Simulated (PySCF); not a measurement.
# Identify the compound

The spectra below were simulated for a compound C$_{6}$H$_{6}$O$_{4}$Si.

¹H NMR (600 MHz, computed): δ 6.91 (m, 2H), 6.52 (m, 2H), 6.39 (m, 2H).

¹³C{¹H} NMR (computed): δ 157.8 (C), 152.5 (CH2), 136.3 (CH).

Theoretical values (PySCF): NMR shieldings at PBE0/pcSseg-1/GIAO, geometry from GFN2-xTB. In vacuum, no relativistic terms, rapidly exchanging positions averaged, a single conformation.

Scale: TMS for ¹H, ¹³C (reference shieldings calculated alike).

Question: Propose a structure and justify it.

Answer: 
Rings plus π bonds: 5 (1 ring in the answer). 3 carbon signals for 6 carbons: some carbons are equivalent by symmetry or fast rotation. Carbon types of the structure: 2 × C, 2 × CH, 2 × CH2, which accounts for all hydrogens. δC 157.8: carbonyl carbon. δC 152.5: terminal =CH2 carbon; as expected for a trigonal carbon in a double bond. δC 136.3: alkene CH; an sp2 carbon of a C=C bond. δH 6.91, 6.52: hydrogen on a terminal =CH2 carbon; olefinic region. δH 6.39: hydrogen on an alkene CH; olefinic region.

The compound is SMILES C=C[Si]1(C=C)OC(=O)C(=O)O1.

The shifts were computed for this structure.

Shifts are as computed. Against solution values, carbons near 30 ppm lie about +3 ppm off and those near 130 ppm about +5 ppm. Of 1211 compounds with measured shifts, 218 miss one by over three times the rms of a fit or turn the order of signals round; such compounds aren't used in these exercises. No couplings were computed; multiplicities are counted from neighbouring protons, with m where these are inequivalent, close in shift, in a saturated or five-membered ring or joined by F or P, and br s for small geminal =CH2 splittings.
